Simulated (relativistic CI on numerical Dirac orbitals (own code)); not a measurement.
# Ni+: K-beta X-ray emission

Computed with this model: Dirac-Coulomb-Breit CI, KLI orbitals optimised for each configuration, QED by a radiative potential, valence Slater integrals scaled by 0.8, multiplet model of X-ray emission after core ionisation; configurations [Ar] 3d9 → 1s 2s2 2p6 3s2 3p6 3d9 → [Ne] 3s2 3p5 3d9; 80 K; Lorentzian 2.24 eV and Gaussian 1 eV FWHM. Energies are those of the free ion, without screening or charge transfer. S is read from ⟨S²⟩ = S(S + 1).

Field parameters in Wybourne normalisation: Oh B⁴₀ = 21Dq, B⁴₄ = √(5/14) B⁴₀. The field is a parameter set, without covalency.

free ion: ground-state S = 0.50, centroid 8261.01 eV. Peaks (eV, height): 8253.6 (40), 8259.8 (96), 8264.8 (100).

Oh, 10Dq = 6550 cm⁻¹: ground-state S = 0.50, centroid 8260.95 eV. Peaks (eV, height): 8253.8 (37), 8259.8 (78), 8264.4 (100).

Oh, 10Dq = 10750 cm⁻¹: ground-state S = 0.50, centroid 8260.95 eV. Peaks (eV, height): 8253.8 (34), 8259.6 (68), 8264.2 (100).

Oh, 10Dq = 14900 cm⁻¹: ground-state S = 0.50, centroid 8260.95 eV. Peaks (eV, height): 8253.8 (32), 8259.2 (59), 8264.0 (100).

Oh, 10Dq = 19100 cm⁻¹: ground-state S = 0.50, centroid 8260.95 eV. Peaks (eV, height): 8253.8 (30), 8259.0 (51), 8264.0 (100).

Oh, 10Dq = 23300 cm⁻¹: ground-state S = 0.50, centroid 8260.95 eV. Peaks (eV, height): 8253.8 (29), 8258.6 (44), 8263.8 (100).

Strongest unbroadened transitions for Oh, 10Dq = 19100 cm⁻¹:

| Energy (eV) | Relative strength |
| --- | --- |
| 8251.80 | 25.7 |
| 8253.87 | 100.0 |
| 8257.75 | 23.8 |
| 8258.61 | 31.2 |
| 8258.87 | 26.8 |
| 8259.00 | 22.0 |
| 8259.26 | 24.3 |
| 8259.38 | 23.3 |
| 8261.77 | 25.8 |
| 8263.10 | 57.4 |
| 8263.48 | 24.9 |
| 8263.82 | 33.1 |
| 8263.84 | 42.2 |
| 8264.12 | 76.3 |
| 8264.34 | 54.3 |
| 8264.51 | 35.9 |
| 8264.52 | 52.4 |
| 8264.65 | 30.7 |
